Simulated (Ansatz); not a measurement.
Geometry optimisation, Ansatz 0.2.0, RKS PBE0/def2-SVP.

Input:

```yaml
crystal:
  periodic: [false, false, false]
  atoms:
    - { symbol: B, position_ang: [-0.190821, -1.820079, 0.437136] }
    - { symbol: Cl, position_ang: [1.622656, -1.637343, 0.496192] }
    - { symbol: F, position_ang: [-0.722484, -2.580849, -0.486188] }
    - { symbol: F, position_ang: [-0.904878, -1.367317, 1.438098] }
    - { symbol: H, position_ang: [-0.235615, 1.241557, -0.769433] }
    - { symbol: "N", position_ang: [-0.804499, 0.467244, -1.108975] }
    - { symbol: H, position_ang: [1.659546, 0.980397, 0.732771] }
    - { symbol: O, position_ang: [1.280908, 1.868633, 0.794328] }
    - { symbol: H, position_ang: [-0.631183, 0.336346, -2.09989] }
    - { symbol: H, position_ang: [-1.783792, 0.706924, -1.002169] }
    - { symbol: H, position_ang: [0.710261, 1.804486, 1.568231] }
basis:
  gaussian: { orbitals: def2-SVP }
hamiltonian:
  xc: pbe0
relax:
  f_tol: 0.03
  max_steps: 50
```

Launched with:

```bash
$ ansatz run input.yaml --threads 2 --pin off --max-ram 3072MiB --backend cpu --events-out ev --progress --plain --runs-dir out
```

Task: Where does it end, and by what steps?

Result: It converged. After 14 steps the energy has fallen by 1.358 eV; B1 moved furthest, 0.76 Å. Joined: B1–N6 (2.83 → 1.61 Å).

| step | energy less start (eV) | largest force component (eV/Å) | accepted |
| --- | --- | --- | --- |
| 0 | 0.0000 | 1.124 | yes |
| 1 | -0.1064 | 0.749 | yes |
| 2 | -0.5521 | 0.912 | yes |
| 3 | -1.0600 | 1.222 | yes |
| 4 | -1.1291 | 2.367 | yes |
| 5 | -1.2833 | 0.749 | yes |
| 6 | -1.3371 | 0.480 | yes |
| 7 | -1.3482 | 0.192 | yes |
| 8 | -1.3523 | 0.117 | yes |
| 9 | -1.3555 | 0.062 | yes |
| 10 | -1.3563 | 0.032 | yes |
| 11 | -1.3573 | 0.047 | yes |
| 12 | -1.3579 | 0.148 | yes |
| 13 | -1.3583 | 0.051 | yes |
| 14 | -1.3584 | 0.025 | yes |

```xyz
11
Properties=species:S:1:pos:R:3
B -0.330 -1.162 0.075
Cl 1.542 -1.348 0.021
F -0.965 -2.230 -0.474
F -0.763 -0.820 1.326
H -0.132 0.930 -0.398
N -0.622 0.124 -0.854
H 1.582 0.923 0.680
O 0.985 1.691 0.730
H -0.255 -0.010 -1.797
H -1.626 0.310 -0.912
H 0.585 1.592 1.603
```

Run time: 35 s on 2 threads of AMD EPYC 9R14 (Zen 4), with other jobs on the host, peak memory 0.28 GiB.
